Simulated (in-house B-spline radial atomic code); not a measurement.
## Ionising the aluminium ion Al⁶⁺ with different functionals

Computed with a radial B-spline atomic code at the basis-set limit: scalar-relativistic (spin-free X2C) Hamiltonian, Fermi nucleus of rms radius 3.061 fm, spin-polarised at highest spin, spherical fractional occupations for the functionals, and exact exchange of hybrids averaged over the configuration. The ionisation energy is the difference of two self-consistent energies, [He] 2s2 2p3 → [He] 2s2 2p2, without Breit or QED terms; ε is the level of the shell that loses the electron (its least bound occupied spin orbital).

| method | rung | ΔSCF (eV) | -ε(2p) (eV) |
| --- | --- | --- | --- |
| PBE0 | global hybrid | ? | ? |
| B3LYP | global hybrid | 242.84 | 226.30 |
| TPSSh | global hybrid | 243.07 | 224.44 |
| BHandHLYP | global hybrid | 242.74 | 232.93 |
| r2SCAN0 | global hybrid | 244.14 | 229.12 |
| B97-1 | global hybrid | ? | ? |
| HSE06 | range-separated hybrid | 242.60 | 226.83 |
| wB97X | range-separated hybrid | 242.41 | 228.78 |
| CAM-B3LYP | range-separated hybrid | 242.76 | 228.29 |
| LC-wPBE | range-separated hybrid | 242.59 | 227.57 |

Task: What does PBE0 give?

Result: ΔSCF 242.66 eV, and -ε(2p) = 227.32 eV.

Task: What does B97-1 give?

Result: ΔSCF 242.64 eV, and -ε(2p) = 226.40 eV.

Task: Among the functionals, which spreads more, the ΔSCF values or the orbital energies?

Result: The orbital energies: ΔSCF values span about 1.73 eV and the orbital energies 8.49 eV; here energy differences depend much less on the functional than eigenvalues do.

Task: How do they compare with the NIST value?

Result: NIST lists 241.76 eV ± 0.09 (semi-empirical, ground level to ground level). Errors run from +0.65 to +2.38 eV; wB97X is closest (+0.65 eV), but part of that can be cancellation, since the calculations leave out spin-orbit coupling, Breit-QED terms, multiplet and fine-structure energies.
